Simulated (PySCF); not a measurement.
An unknown is described by computed data only.

Formula: C4H13NP2Si.

* UV, first state: lowest singlet excitation: 5.55 eV (223 nm, f = 0.016) [TDDFT CAM-B3LYP/def2-SVPD]
* 13C NMR: chemical shifts (computed TMS as zero) by class: 51.0 (2 C), 30.7 (2 C) ppm [GIAO PBE0/pcSseg-1]
* Rotational structure: rotational constants A, B, C: 1.529, 0.816, 0.584 GHz [PBE0-D3(BJ)/def2-SVP]
* Triplet: lowest triplet excitation (Tamm–Dancoff): 5.27 eV [TDA CAM-B3LYP/def2-SVPD]
* Polarisability: 135.1 au [CAM-B3LYP/def2-SVPD]
* Dipole: 1.72 D [CAM-B3LYP/def2-SVPD]

The electronic properties come from PySCF, for the isolated species, density fitting. Levels stand in brackets. One conformer (not necessarily the lowest) at the PBE0-D3(BJ)/def2-SVP geometry, without solvent, vibrations or thermal averaging. NMR values are class means; diastereotopic atoms form classes of their own.

Q: Propose a structure and show how it fits.

A: Numbering: `[PH2:1][SiH:2]([PH2:3])[N:4]1[CH2:5][CH2:6][CH2:7][CH2:8]1`. 4 carbons fall into 2 classes; from least to most shielded: ring sp3 carbon bound to nitrogen [C5/C8] (51.0 ppm, 2 C, up to 2.3 ppm apart in this geometry), ring CH2 carbon [C6/C7] (30.7 ppm, 2 C). The optimised geometry has point group C1 and is an asymmetric top. Structure: `C1CCCN1[SiH](P)P`. The assignments are read from this structure; whether some other isomer fits the data as well wasn't checked.
